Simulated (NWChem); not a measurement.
**Basis-set convergence for H4N2Si**

```xyz
7

Si     0.0000     0.0000     0.6686
N      1.3302     0.0000    -0.4449
H      1.2988     0.0000    -1.4628
H      2.2863     0.0000    -0.1032
N     -1.3302     0.0000    -0.4449
H     -2.2863     0.0000    -0.1032
H     -1.2988     0.0000    -1.4628
```
Charge 0, spin multiplicity 1.

The numbers come from NWChem runs, not from measurements. The geometry was optimised at B3LYP/def2-SVP, a minimum by its harmonic frequencies. It is one conformer; others weren't searched.

Quantity: dipole moment at the level PBE0.

The Pople sets run with spherical d functions. The structure started from a generated list of species.

| basis | functions | dipole moment (D) |
|---|---|---|
| STO-3G | 23 | 1.24 |
| 6-31G* | 54 | 2.52 |
| 6-31+G* | 66 | 2.16 |
| cc-pVDZ | 66 | 2.37 |
| 6-311++G** | 102 | 2.05 |
| def2-TZVP | 123 | 2.18 |
| cc-pVTZ | 150 | 2.23 |
| pcseg-2 | 150 | 2.10 |
| def2-TZVPP | 160 | 2.16 |
| aug-cc-pVTZ | 234 | 2.10 |

Smallest basis within 0.1 D of aug-cc-pVTZ, the largest set run: 6-31+G*, with 66 functions against 234 (also within reach: 6-311++G**, def2-TZVP, pcseg-2, def2-TZVPP). aug-cc-pVTZ isn't the basis-set limit itself, and a small set can land close by cancellation.
